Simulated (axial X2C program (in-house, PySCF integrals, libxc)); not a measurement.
## Spectroscopic constants of CuH⁺

Computed with an in-house relativistic program for diatomic molecules. Spin-free means the one-electron spin-free X2C Hamiltonian; two-component (2c) means X2C with spin–orbit coupling and atomic mean-field two-electron Coulomb and Gaunt terms, so the difference of the two also holds small scalar two-electron terms. Basis: Cu dyall-cv3z [9s9p6d3f2g], H dyall-v3z [6s2p1d] (cores contracted in-house); Gaussian nuclei, density fitting, unrestricted open shells. Masses: Cu 62.930 u, H 1.008 u.

State, spin-free: M_S = 1/2, Λ = 0 (beyond evenly filled blocks: σα); electrons by block: σα: 7, σβ: 6, π+α: 3, π+β: 3, π-α: 3, π-β: 3, δ+α: 1, δ+β: 1, δ-α: 1, δ-β: 1. Fragments: Cu+ + H.

State, 2c: Ω = 1/2 (⟨Sz⟩ = 0.50, ⟨Lz⟩ = 0.00 at PBE0); electrons by block: 1/2: 10, -1/2: 9, 3/2: 4, -3/2: 4, 5/2: 1, -5/2: 1. Fragments: Cu+ + H.

```tsv
Hamiltonian	level	Re (Å)	ωe (cm⁻¹)	Be (cm⁻¹)	αe (cm⁻¹)	De (eV)	k (mdyn/Å)	μ (D)
spin-free	PBE0	1.466	1900.6	7.91	0.329	1.32	2.11	-0.85
spin-free	MP2	1.392	2138.9	8.774	n/a	n/a	2.67	n/a
spin-free	BP86	1.476	1850.8	7.801	0.306	1.82	2	-0.54
2c	PBE0	1.466	1899.0	7.905	0.328	1.32	2.11	-0.85
2c	MP2	1.395	2118.2	8.738	n/a	n/a	2.62	n/a
2c	BP86	1.476	1849.3	7.796	0.306	1.82	2	-0.54
```

Correlated methods: 11 electrons correlated (number of frozen shells: Cu 3 s, 2 p; H none), 181 virtual spin orbitals or spinors in MP2.

Dipoles are positive if H is the positive end and refer to the centre of mass.

The state is one determinant whose occupation by symmetry is held fixed; it was picked as the lowest of a PBE0 search that is not exhaustive. Dissociation energies refer to the lowest single-determinant-based atoms at the same level and basis. Density functionals use the spin component along the axis (collinear). The determinant is spin-polarised beyond a pure state at some levels (its spin-free form has ⟨S²⟩ too high), which makes Re and μ there less reliable.

No reliable constants came from HF (2c), HF (spin-free): no minimum in range, unconverged points, a curve that is not smooth, a change of character along it, or the two Hamiltonians disagreeing along it.

Rough cost a point (2c) on 1 thread(s) of a shared host, integrals apart: PBE0 0.3 s, BP86 0.21 s.

The whole task took 53 s on 1 thread of Arm Neoverse V1, with other jobs on the host.
